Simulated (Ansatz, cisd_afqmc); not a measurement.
System: Zr, charge 0, triplet.

Total energies in def2-QZVPP, 4 correlated electrons, 4 frozen orbitals. UHF or UKS for unpaired electrons; spin-orbit terms are left out. Correlated methods leave the cores frozen (noble-gas shells, and filled d and f shells in the p block). Past Kr the def2 sets carry scalar-relativistic core potentials. AFQMC is phaseless with a CISD trial state; ± is one standard error, without the phaseless bias. Outlying blocks are dropped, and bars are widened where a walk drifts. Over all cases where full CI ran beside it in this data, AFQMC minus full CI had a median of +0.1 mEh and passed +0.4 mEh in a tenth of the cases.

```
method         program        energy (Eh)  minus CCSDT(Q) (mEh)
----------  ----------  -----------------  --------------------
HF              Ansatz          -46.44570                 62.81
MP2             Ansatz          -46.49214                 16.36
CCSD            Ansatz          -46.50406                  4.44
CCSD(T)         Ansatz          -46.50722                  1.28
CCSDT(Q)        Ansatz          -46.50850                  0.00
AFQMC/CISD  cisd_afqmc  -46.5073 ± 0.0003             1.2 ± 0.3
```

Ansatz is a first-principles code.
